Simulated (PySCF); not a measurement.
Si(H)(OH)(SH)2 (H₄OS₂Si), SMILES S[SiH](S)O.

Geometry: PBE-D3(BJ)/def2-SVP. Other conformers were not sampled.

Computed with PySCF 2.14.0 with TDA-PBE0/def2-SVPD.

Vertical excitations. Gas-phase values at a fixed geometry.

Computed lowest excited states:
```csv
state,energy (eV),λ (nm),f,main pairs
S1,6.07,204,0.009,HOMO−1→LUMO 76 %
S2,6.18,200,0.007,"HOMO→LUMO+1 37 %, HOMO→LUMO 33 %, HOMO→LUMO+4 21 %, HOMO→LUMO+3 6 %"
S3,6.48,191,0.027,"HOMO→LUMO 56 %, HOMO→LUMO+1 21 %, HOMO→LUMO+3 16 %"
S4,6.58,188,0.040,"HOMO→LUMO+2 63 %, HOMO→LUMO+3 18 %, HOMO→LUMO+1 14 %"
S5,6.67,186,0.065,"HOMO−1→LUMO+3 39 %, HOMO−1→LUMO+2 30 %, HOMO−1→LUMO 15 %, HOMO−1→LUMO+1 10 %"
S6,6.83,182,0.014,"HOMO−1→LUMO+1 32 %, HOMO→LUMO+3 21 %, HOMO−1→LUMO+2 16 %, HOMO→LUMO+2 11 %"
S7,6.97,178,0.011,"HOMO−1→LUMO+2 29 %, HOMO−1→LUMO+3 21 %, HOMO→LUMO+2 12 %, HOMO−1→LUMO+4 9 %"
S8,6.99,177,0.020,"HOMO−1→LUMO+3 29 %, HOMO−1→LUMO+1 29 %, HOMO→LUMO+4 10 %, HOMO→LUMO+2 10 %"
S9,7.06,175,0.046,"HOMO→LUMO+4 50 %, HOMO→LUMO+3 27 %"
S10,7.31,170,0.006,HOMO−1→LUMO+4 80 %
T1,5.62,221,0,HOMO−1→LUMO 71 %
T2,5.73,216,0,"HOMO→LUMO+1 38 %, HOMO→LUMO+4 30 %, HOMO→LUMO 19 %, HOMO→LUMO+3 8 %"
T3,6.04,205,0,"HOMO→LUMO+2 50 %, HOMO→LUMO 24 %, HOMO→LUMO+1 17 %"
T4,6.18,201,0,"HOMO→LUMO 33 %, HOMO→LUMO+2 18 %, HOMO−1→LUMO+1 15 %, HOMO→LUMO+3 13 %"
```
Triplets are in the Tamm–Dancoff approximation.
